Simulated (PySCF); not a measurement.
Numbering as in the mapped SMILES `[O:1]=[S:2](=[O:3])([Cl:4])[c:5]1[cH:6][cH:7][cH:8][cH:9][cH:10]1`; H(Xn) means a hydrogen on atom n.

[PySCF 2.14.0 with density-fitted response routines: shielding tensors at B3LYP/pcSseg-1 (GIAO); PBE0-D3(BJ)/def2-SVP geometry; non-relativistic; no solvent model; one averaged value for each set of equivalent atoms; one conformer]

δ = σ(ref) − σ, references computed at the same level: ¹³C (179.24 ppm), ¹H (31.38 ppm) against TMS; ¹⁷O (334.04 ppm) against H2O; ³³S (485.41 ppm) against CS2; ³⁵Cl (930.46 ppm) vs HCl.

```json
{"atoms": "H(C8)", "nucleus": "¹H", "count": "1", "δ (ppm)": "?"}
{"atoms": "C5", "nucleus": "¹³C", "count": "1", "δ (ppm)": "155.4"}
{"atoms": "Cl4", "nucleus": "³⁵Cl", "count": "1", "δ (ppm)": "755"}
{"atoms": "C6/C10", "nucleus": "¹³C", "count": "2", "δ (ppm)": "132.8"}
{"atoms": "H(C6)/H(C10)", "nucleus": "¹H", "count": "2", "δ (ppm)": "?"}
{"atoms": "S2", "nucleus": "³³S", "count": "1", "δ (ppm)": "?"}
{"atoms": "C8", "nucleus": "¹³C", "count": "1", "δ (ppm)": "140.8"}
{"atoms": "O1/O3", "nucleus": "¹⁷O", "count": "2", "δ (ppm)": "321.7"}
{"atoms": "C7/C9", "nucleus": "¹³C", "count": "2", "δ (ppm)": "135.3"}
{"atoms": "H(C7)/H(C9)", "nucleus": "¹H", "count": "2", "δ (ppm)": "7.55"}
```

Question: Complete the table.

Answer: 
- H(C6)/H(C10): 8.04 ppm, hydrogen on an aromatic CH; aromatic region
- H(C8): 7.62 ppm, hydrogen on an aromatic CH; ring-current deshielding
- S2: 354 ppm, sulfonyl sulfur

Shifts are as computed. Against solution values, carbons near 30 ppm lie about +2 ppm off and those near 130 ppm about +6 ppm. Of 1211 compounds with measured shifts, 218 miss one by over three times the rms of a fit or turn the order of signals round; such compounds aren't used in these exercises. Unscaled 17O shifts of doubly bonded oxygen tend to come out too high, by tens of ppm or more. Experimental scales use liquid or dissolved standards, which lie at an offset from isolated H2O (liquid H2O: subtract about 36 ppm).
